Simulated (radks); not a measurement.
Question: Numerical settings for neutral neon, [Ne]. Calculated with a radial shooting solver on a logarithmic mesh with Libxc functionals: scalar-relativistic Kohn-Sham, PBE, spin-polarised, spherical densities, finite nucleus; Fermi nuclear charge, rms radius 3.0055 fm. The defaults (mesh step 0.008 in ln r, mesh end at 40 bohr or more with all orbitals vanishing there, Anderson mixing 0.5 over 9 steps, residual threshold near 1e-9 with the energy settled to 1e-9 hartree or 1e-11 of itself, here a cap of 84 iterations) give E = -129.0134 hartree and 2p at -13.334 eV in 14 iterations. Run on one thread of a shared host, so times are rough (Intel(R) Xeon(R) Platinum 8559C): 0.07 s of CPU time, 0.07 s wall, 14 iterations on 2208 mesh points. One setting is changed at a time: mesh step in ln r 0.012; mesh step in ln r 0.2; mesh step in ln r 0.005; mesh end (bohr) 5; mesh end (bohr) 1; residual threshold 1e-05; residual threshold 1e-13; mixing 2.5; linear mixing, mixing 0.05; linear mixing, mixing 0.2; mixing history 2; iteration cap 5. Which runs fail to converge, and which converge to a wrong energy?

Answer: Not converged within the cap: mesh step in ln r 0.2; residual threshold 1e-13; linear mixing, mixing 0.05; linear mixing, mixing 0.2; iteration cap 5. Settled on a wrong energy, with an occupied level pushed above zero by the early mesh end: mesh end (bohr) 1 (+25.7 hartree). Apart from these: settings that end as converged yet miss the energy by more than 1 mhartree: mesh end (bohr) 5 (+0.00197 hartree).
